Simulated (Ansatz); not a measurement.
The cluster Sr₄Te₄. Charge 0, multiplicity 1. Geometry r2SCAN-D4/def2-SVP.

```xyz
8

Sr    1.894   -2.629    1.627
Sr   -2.536   -2.449   -1.031
Sr    2.537    2.449    1.028
Sr   -1.895    2.630   -1.623
Te    0.403    4.136   -0.325
Te   -0.584   -4.079    0.631
Te    3.678   -0.196    1.995
Te   -3.497    0.138   -2.302
```

In the def2 sets Sr, Te take a core potential; there is no spin–orbit coupling. The structure comes from a short search, and lower isomers may exist.

Task: Estimate the orbital energies around the gap (eV) in Ansatz with LDA (SPW92)/def2-TZVP, LDA (SPW92)/def2-TZVPD, PBE-D4/def2-SVP, PBE-D4/def2-TZVPD, PBE0-D4/def2-TZVP.

Result: 
```csv
orbital,LDA (SPW92)/def2-TZVP,LDA (SPW92)/def2-TZVPD,PBE-D4/def2-SVP,PBE-D4/def2-TZVPD,PBE0-D4/def2-TZVP
HOMO−13,-13.39,-13.38,-13.08,-13.08,-14.72
HOMO−12,-13.25,-13.25,-12.95,-12.95,-14.56
HOMO−11,-5.96,-5.95,-5.78,-5.75,-6.74
HOMO−10,-5.50,-5.49,-5.31,-5.30,-6.23
HOMO−9,-5.49,-5.49,-5.31,-5.29,-6.22
HOMO−8,-5.03,-5.02,-4.81,-4.83,-5.70
HOMO−7,-4.86,-4.86,-4.67,-4.67,-5.53
HOMO−6,-4.76,-4.76,-4.58,-4.58,-5.44
HOMO−5,-4.76,-4.75,-4.57,-4.58,-5.44
HOMO−4,-4.76,-4.75,-4.56,-4.57,-5.43
HOMO−3,-4.66,-4.66,-4.52,-4.49,-5.38
HOMO−2,-4.66,-4.66,-4.46,-4.48,-5.33
HOMO−1,-4.66,-4.65,-4.46,-4.48,-5.33
HOMO,-4.56,-4.55,-4.36,-4.38,-5.23
LUMO,-2.75,-2.74,-2.53,-2.53,-1.95
LUMO+1,-2.39,-2.38,-2.19,-2.19,-1.56
LUMO+2,-2.38,-2.38,-2.19,-2.18,-1.55
LUMO+3,-2.10,-2.09,-1.92,-1.91,-1.26
LUMO+4,-1.56,-1.56,-1.30,-1.31,-0.74
LUMO+5,-1.41,-1.41,-1.17,-1.19,-0.49
```
